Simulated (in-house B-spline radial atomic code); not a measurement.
**OLYP excitations of Os⁸⁺**

Method: OLYP. Computed with a B-spline radial code for spherical atoms: linear response of the closed shell [Xe] 4f14 with the functional's adiabatic kernel; scalar-relativistic (spin-free one-electron X2C), finite nucleus, no spin-orbit coupling, no double excitations, S, P, D and F terms only; shells from n = 3 respond. Only terms of natural parity with L up to 3 were computed.

Spin-orbit coupling is strong here, so these LS terms don't match observed levels.

Command:
```bash
python run_td.py task.json out
```
Settings (radii: box in bohr, nucleus in fm):
```
Z                        76
electrons                68
configuration            [Xe] 4f14
hamiltonian              x2c
method                   optx,lyp
box_radius               11.59
rms_radius               5.4126
intervals                68
```

Cost of the run: 3.6 s on 1 thread of Intel(R) Xeon(R) Platinum 8375C CPU @ 2.90GHz (Ice Lake), with other jobs on the host.

The lowest states, in the order of their Tamm-Dancoff energies; the method's threshold (minus the highest occupied level) is 162.87 eV. Labels give the largest channel, * marks a mixed state, and oscillator strengths are full-response dipole values. Semilocal kernels can invert the small singlet-triplet splittings of Rydberg terms. Energies in eV:

```
     state  full response  Tamm-Dancoff  oscillator strength
5p → 5d 3P              ?             ?                    -
5p → 5d 3F          51.43         51.54                    -
5p → 5d 1F              ?             ?                    -
4f → 5d 3P          60.72         60.75                    -
```

**Question.** Where does 5p → 5d 1F lie?

**Answer.** At 54.42 eV in full response, 54.46 eV in Tamm-Dancoff.

**Question.** Where does 5p → 5d 3P lie?

**Answer.** At 50.73 eV in full response, 50.85 eV in Tamm-Dancoff.

**Question.** How large is the singlet-triplet splitting of 5p → 5d (F terms) in Tamm-Dancoff?

**Answer.** 2.93 eV, from the unrounded values.

**Question.** What polarisabilities and dispersion coefficient does the method give?

**Answer.** Dipole 1.413 bohr³, quadrupole 1.467 bohr⁵, C6 4.482 hartree·bohr⁶ for two such species.
